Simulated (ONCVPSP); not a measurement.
Pseudopotential generation for osmium: ONCV, LDA (Perdew-Wang 92), scalar-relativistic.

ONCVPSP 4.0.1 input, shortened (lines: element, Z, core and valence counts, functional; n l f; lmax; l rc ep ncon nbas qcut; lloc lpopt rc5 dvloc0; l nproj debl; icmod fcfact rcfact), LDA (Perdew-Wang 92), scalar-relativistic:

```
  Os 76.00    9    5  -001012      upf
    1    0    2.00
    2    0    2.00
    2    1    6.00
    3    0    2.00
    3    1    6.00
    3    2   10.00
    4    0    2.00
    4    1    6.00
    4    2   10.00
    4    3   14.00
    5    0    2.00
    5    1    6.00
    5    2    6.00
    6    0    2.00
    3
    0    1.75    0.00    4    7    6.70
    1    1.60    0.00    4    8    8.30
    2    1.65    0.00    4    7    5.40
    3    0.65    0.00    4    9   24.50
    4    5    0.60    6.00
    0    2    3.60
    1    2    1.80
    2    2    3.30
    3    2    2.80
    0    0.00    0.00
```

In the p channel the program set the typed energies aside and used -1.876, 0.250 Ha.

All-electron outer shells of the reference configuration (LDA (PZ), scalar-relativistic, ld1.x):

```
shell  level (eV)  outermost node (bohr)  outermost maximum (bohr)
   4d     -272.73                   0.21                      0.44
   5s      -91.84                   0.51                      0.91
   4f      -52.30                      –                      0.40
   5p      -51.05                   0.55                      1.03
   5d       -6.46                   0.60                      1.36
   6s       -6.39                   1.20                      2.48
```

Question: Does the generator finish with these settings?

Answer: Yes, a potential is produced and its reference levels are reproduced.

Question: Estimate the cutoffs (Ha) at which the residual kinetic energy of the hardest occupied pseudo-wave falls to 1 and 0.1 mHa per electron.

Answer: 275 Ha and 324 Ha.

Question: Does the potential have ghost states?

Answer: Ghosts flagged at negative energy: s at -624.4 eV, p at -165.3 eV; GHOST(+) flagged for d at 256.7 eV. A true bound ghost makes a file unfit for plane-wave use.

Question: Which valence shell sets the plane-wave cutoff?

Answer: 4f: 275 Ha for 1 mHa per electron, against 24 Ha for 5p.

Question: Tests: 4f14 5s2 5p6 5d6 6s1; 4f14 5s2 5p6 5d6 6s0; 4f14 5s2 5p6 5d5 6s0; 4f14 5s2 5p6 5d7 6s0. Which has the largest error in its energy relative to the reference configuration, and how large is it?

Answer: 4f14 5s2 5p6 5d7 6s0, with -17 meV (all-electron minus pseudo) on +9.38 eV.
